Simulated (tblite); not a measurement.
Record of a relaxation.

C₄H₁₂B₃N.
Numbering: `[BH2:1][N:2]([BH2:3])[B:4]([CH3:5])[C:6](=[CH2:7])[CH3:8]` (hydrogens: H9, H10 on B1; H11, H12 on B3; H13, H14, H15 on C5; H16, H17 on C7; H18, H19, H20 on C8)

Computed with GFN2-xTB (tblite), gas phase: L-BFGS steps from a force-field or distance-geometry start until the largest atomic force falls under 0.01 eV/Å. 6 of its 261 geometries are shown.

Step 0: E = -578.5877 eV, largest atomic force 3.989 eV/Å
```
atom  x, y, z in Å  |  force x, y, z in eV/Å
B1     -2.543   -0.371    0.172    0.849  -0.285  -1.401
N2     -1.336    0.389   -0.348    0.870  -0.253   3.885
B3     -1.420    1.804    0.121   -2.227  -0.733  -0.980
B4     -0.122   -0.374    0.140   -1.002  -0.519  -2.319
C5     -0.303   -1.979    0.047   -0.064   0.194   0.024
C6      1.339    0.124   -0.011    1.110   0.206   0.441
C7      2.404   -0.636    0.321   -0.974  -0.262   0.194
C8      1.654    1.497   -0.534    0.410   0.763   0.030
H9     -3.404   -0.601   -0.604   -0.085   0.496   0.250
H10    -2.479   -1.077    1.130   -0.193   0.692  -0.157
H11    -1.444    2.110    1.261    0.845  -0.079  -0.064
H12    -2.170    2.482   -0.542    0.801  -0.041   0.014
H13    -1.043   -2.192   -0.754    0.547  -0.071   0.554
H14     0.658   -2.485   -0.205   -1.050   0.112   0.409
H15    -0.747   -2.341    0.995    0.554  -0.222  -0.622
H16     3.418   -0.293    0.231    0.107   0.054  -0.066
H17     2.277   -1.645    0.722    0.153   0.521  -0.146
H18     1.442    1.576   -1.618    0.017  -0.016   0.615
H19     2.725    1.745   -0.361   -0.563  -0.198  -0.304
H20     1.090    2.278    0.008   -0.106  -0.359  -0.356
```

Step 52: E = -580.4654 eV, largest atomic force 0.182 eV/Å
```
atom  x, y, z in Å  |  force x, y, z in eV/Å
B1     -2.655   -0.315   -0.017   -0.040  -0.052   0.009
N2     -1.358    0.277    0.049    0.006  -0.115   0.035
B3     -1.397    1.687    0.328    0.059  -0.084   0.088
B4     -0.137   -0.509    0.019    0.028   0.031   0.029
C5     -0.175   -2.100    0.034   -0.040   0.047  -0.070
C6      1.299    0.153   -0.039   -0.039  -0.042   0.079
C7      2.315   -0.462    0.572    0.037   0.018   0.010
C8      1.570    1.460   -0.743   -0.051  -0.067   0.038
H9     -3.610    0.376   -0.024    0.134  -0.104  -0.049
H10    -2.791   -1.482   -0.012    0.021   0.180  -0.020
H11    -0.717    2.145    1.164    0.087  -0.018   0.012
H12    -2.177    2.358   -0.221   -0.050   0.102  -0.060
H13    -0.878   -2.501   -0.693   -0.019   0.000   0.007
H14     0.794   -2.537   -0.191   -0.035  -0.022   0.031
H15    -0.492   -2.478    1.007    0.011   0.042  -0.060
H16     3.316   -0.058    0.584   -0.009   0.047  -0.005
H17     2.192   -1.391    1.105   -0.013   0.079  -0.014
H18     1.134    1.459   -1.740   -0.006  -0.019  -0.015
H19     2.641    1.648   -0.821   -0.051  -0.034  -0.020
H20     1.121    2.282   -0.189   -0.031   0.010  -0.024
```

Step 104: E = -580.6219 eV, largest atomic force 0.163 eV/Å
```
atom  x, y, z in Å  |  force x, y, z in eV/Å
B1     -2.594   -0.128   -0.359    0.084   0.028   0.001
N2     -1.343    0.284    0.195    0.014  -0.002   0.036
B3     -1.270    1.501    0.934    0.005   0.163  -0.003
B4     -0.141   -0.534    0.094    0.045  -0.032   0.006
C5     -0.189   -2.114    0.082   -0.043  -0.037   0.016
C6      1.267    0.159   -0.038    0.038   0.044  -0.005
C7      2.291   -0.161    0.750    0.014   0.042   0.032
C8      1.442    1.217   -1.098   -0.044  -0.027  -0.045
H9     -3.481    0.635   -0.382   -0.033  -0.008   0.030
H10    -2.739   -1.197   -0.812    0.072  -0.002  -0.018
H11    -0.294    1.774    1.526   -0.022  -0.049  -0.027
H12    -2.189    2.228    0.970    0.002  -0.073   0.000
H13    -0.684   -2.467   -0.821    0.043  -0.030   0.000
H14     0.805   -2.555    0.108   -0.056  -0.018  -0.016
H15    -0.760   -2.522    0.914   -0.032   0.031   0.002
H16     3.254    0.326    0.683   -0.037   0.009  -0.051
H17     2.204   -0.891    1.538   -0.048  -0.032  -0.040
H18     1.052    0.866   -2.053    0.012  -0.048  -0.016
H19     2.492    1.479   -1.227   -0.073   0.044   0.060
H20     0.871    2.108   -0.833    0.058  -0.003   0.038
```

Step 156: E = -580.6685 eV, largest atomic force 0.033 eV/Å
```
atom  x, y, z in Å  |  force x, y, z in eV/Å
B1     -2.503   -0.045   -0.458    0.025   0.014  -0.016
N2     -1.318    0.306    0.247   -0.006  -0.003   0.004
B3     -1.269    1.474    1.060    0.002  -0.004  -0.004
B4     -0.130   -0.535    0.146   -0.003  -0.006   0.001
C5     -0.246   -2.108    0.228   -0.008   0.006   0.001
C6      1.270    0.136   -0.088   -0.004   0.001   0.002
C7      2.353   -0.213    0.603   -0.006   0.014  -0.002
C8      1.360    1.223   -1.127   -0.001   0.012   0.018
H9     -3.447    0.641   -0.378   -0.007  -0.001   0.002
H10    -2.514   -0.990   -1.149   -0.007  -0.024   0.004
H11    -0.285    1.740    1.640    0.013  -0.008  -0.006
H12    -2.220    2.147    1.163   -0.002  -0.001   0.004
H13    -0.305   -2.509   -0.784   -0.003  -0.011  -0.003
H14     0.629   -2.567    0.681    0.011  -0.003   0.009
H15    -1.130   -2.453    0.757   -0.025   0.000   0.000
H16     3.305    0.279    0.471    0.008  -0.004  -0.003
H17     2.325   -0.986    1.354    0.000   0.010  -0.002
H18     1.253    0.784   -2.120   -0.009   0.019  -0.001
H19     2.313    1.744   -1.078    0.022  -0.003  -0.010
H20     0.553    1.942   -0.993    0.000  -0.009   0.003
```

Step 208: E = -580.6752 eV, largest atomic force 0.020 eV/Å
```
atom  x, y, z in Å  |  force x, y, z in eV/Å
B1     -2.449   -0.024   -0.571   -0.017   0.004  -0.004
N2     -1.317    0.307    0.221    0.016   0.008   0.000
B3     -1.305    1.445    1.072    0.002   0.007   0.000
B4     -0.127   -0.538    0.160    0.001  -0.009  -0.002
C5     -0.251   -2.103    0.344   -0.003  -0.012   0.008
C6      1.268    0.123   -0.121    0.006  -0.001   0.001
C7      2.391   -0.291    0.463    0.010   0.004   0.017
C8      1.311    1.286   -1.078    0.002   0.003   0.009
H9     -3.388    0.675   -0.554    0.003  -0.004  -0.001
H10    -2.423   -0.971   -1.259   -0.003  -0.002  -0.004
H11    -0.349    1.681    1.712   -0.002  -0.004   0.000
H12    -2.256    2.122    1.150   -0.001  -0.003   0.001
H13     0.061   -2.617   -0.564   -0.005  -0.003   0.000
H14     0.413   -2.463    1.129   -0.005   0.013  -0.003
H15    -1.260   -2.431    0.582    0.008  -0.002   0.001
H16     3.343    0.189    0.292   -0.003   0.002  -0.012
H17     2.404   -1.110    1.162   -0.009  -0.002  -0.007
H18     0.967    0.969   -2.062    0.001   0.006   0.004
H19     2.319    1.687   -1.171   -0.004   0.001  -0.004
H20     0.643    2.075   -0.736    0.002  -0.006  -0.003
```

Step 260: E = -580.6812 eV, largest atomic force 0.009 eV/Å
```
atom  x, y, z in Å  |  force x, y, z in eV/Å
B1     -2.370    0.003   -0.722    0.003   0.002   0.001
N2     -1.313    0.303    0.174   -0.002   0.004   0.002
B3     -1.373    1.392    1.081    0.001   0.002   0.004
B4     -0.116   -0.539    0.170   -0.005   0.000  -0.003
C5     -0.242   -2.070    0.543   -0.009   0.002   0.002
C6      1.268    0.106   -0.191   -0.001   0.002   0.001
C7      2.423   -0.432    0.205    0.004  -0.001   0.001
C8      1.276    1.382   -0.989    0.001   0.001  -0.001
H9     -3.315    0.693   -0.753   -0.002   0.000  -0.001
H10    -2.275   -0.916   -1.445   -0.004  -0.005  -0.005
H11    -0.475    1.586    1.812    0.004   0.000   0.001
H12    -2.326    2.069    1.114   -0.001  -0.003  -0.003
H13     0.399   -2.708   -0.061   -0.001   0.000   0.000
H14     0.068   -2.214    1.579    0.003   0.001   0.002
H15    -1.262   -2.438    0.466    0.003  -0.002  -0.003
H16     3.377    0.023   -0.017    0.003   0.001   0.001
H17     2.459   -1.340    0.781    0.004  -0.004   0.001
H18     0.789    1.221   -1.950    0.000   0.001  -0.002
H19     2.290    1.738   -1.162   -0.001  -0.001  -0.002
H20     0.713    2.152   -0.464   -0.002   0.001   0.001
```

Problem. Summarise the path.

Solution. The energy falls by 48.28 kcal/mol from step 0 to step 260; nine tenths of that is first reached at step 55. It never rises by more than 0.2 meV. The largest force goes from 3.989 to 0.009 eV/Å. Among the bonds B1–N2 changes most, from 1.518 to 1.418 Å; the atoms move by 1.116 Å rms after alignment.

Problem. Follow the three bonds and two angles with the largest change from start to end.

Solution. 
| step | E above end (kcal/mol) | largest force (eV/Å) | B1–N2 (Å) | N2–B3 (Å) | N2–B4 (Å) | B1–N2–B3 (°) | B1–N2–B4 (°) |
| --- | --- | --- | --- | --- | --- | --- | --- |
| 0 | 48.28 | 3.989 | 1.518 | 1.493 | 1.515 | 108.8 | 105.9 |
| 11 | 14.35 | 0.607 | 1.445 | 1.435 | 1.426 | 111.4 | 115.6 |
| 23 | 9.10 | 0.295 | 1.434 | 1.428 | 1.427 | 109.3 | 120.9 |
| 34 | 7.55 | 0.165 | 1.435 | 1.432 | 1.447 | 110.4 | 121.8 |
| 45 | 5.85 | 0.215 | 1.427 | 1.433 | 1.450 | 111.4 | 122.0 |
| 57 | 4.61 | 0.187 | 1.425 | 1.442 | 1.450 | 113.8 | 123.3 |
| 68 | 3.73 | 0.131 | 1.425 | 1.437 | 1.450 | 117.9 | 122.9 |
| 79 | 2.71 | 0.120 | 1.427 | 1.436 | 1.457 | 117.9 | 121.4 |
| 90 | 2.04 | 0.078 | 1.426 | 1.429 | 1.456 | 118.6 | 122.0 |
| 102 | 1.46 | 0.125 | 1.429 | 1.427 | 1.459 | 118.8 | 122.6 |
| 113 | 0.87 | 0.073 | 1.425 | 1.427 | 1.458 | 121.0 | 120.1 |
| 124 | 0.58 | 0.050 | 1.423 | 1.425 | 1.459 | 120.7 | 120.5 |
| 136 | 0.45 | 0.043 | 1.424 | 1.425 | 1.459 | 120.5 | 120.8 |
| 147 | 0.34 | 0.046 | 1.424 | 1.424 | 1.459 | 121.1 | 120.3 |
| 158 | 0.29 | 0.028 | 1.423 | 1.424 | 1.460 | 121.0 | 120.1 |
| 170 | 0.25 | 0.035 | 1.423 | 1.424 | 1.459 | 121.2 | 120.0 |
| 181 | 0.23 | 0.024 | 1.422 | 1.424 | 1.459 | 121.3 | 119.9 |
| 192 | 0.20 | 0.029 | 1.422 | 1.423 | 1.460 | 121.4 | 120.1 |
| 203 | 0.15 | 0.080 | 1.422 | 1.422 | 1.461 | 121.6 | 119.7 |
| 215 | 0.13 | 0.018 | 1.421 | 1.421 | 1.460 | 121.7 | 119.3 |
| 226 | 0.10 | 0.034 | 1.420 | 1.421 | 1.462 | 122.0 | 119.3 |
| 237 | 0.04 | 0.043 | 1.418 | 1.419 | 1.463 | 122.2 | 119.1 |
| 249 | 0.01 | 0.020 | 1.418 | 1.419 | 1.464 | 122.3 | 119.1 |
| 260 | 0.00 | 0.009 | 1.418 | 1.419 | 1.463 | 122.3 | 119.1 |

The cost below is that of the whole relaxation. The run took 1.5 s wall on Arm Neoverse V2, one thread, shared host with 96 logical CPUs at a one-minute load of 70.
